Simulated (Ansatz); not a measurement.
Molecule: AlCl (charge +1, doublet). 
Geometry from a B3LYP-D3(BJ)/def2-TZVP (Ansatz, a first-principles code) optimisation:
```xyz
2

Al     0.0000     0.0000    -1.1542
Cl     0.0000     0.0000     0.8826
```
Charge +1, spin multiplicity 2.

Basis-set convergence of Hartree-Fock and MP2 correlation energies (hartree) with Ansatz. Correlated levels leave the core frozen unless marked. Open shells are spin-unrestricted. No spin-orbit coupling. Non-relativistic.

| basis | functions | E(HF) | E(corr, MP2) |
|---|---|---|---|
| def2-SVP | 36 | -700.95384 | -0.15568 |
| def2-TZVPP | 84 | -701.19777 | -0.21358 |
| def2-QZVPP | 140 | -701.21722 | -0.23565 |

Extrapolating the two largest sets (X = 3 and 4) as X^-3: E(corr) = (64·(-0.23565) - 27·(-0.21358))/37 = -0.2518 Eh, an estimate of the basis-set limit. The largest set recovers 93.6 % of it, the smallest 61.8 %.
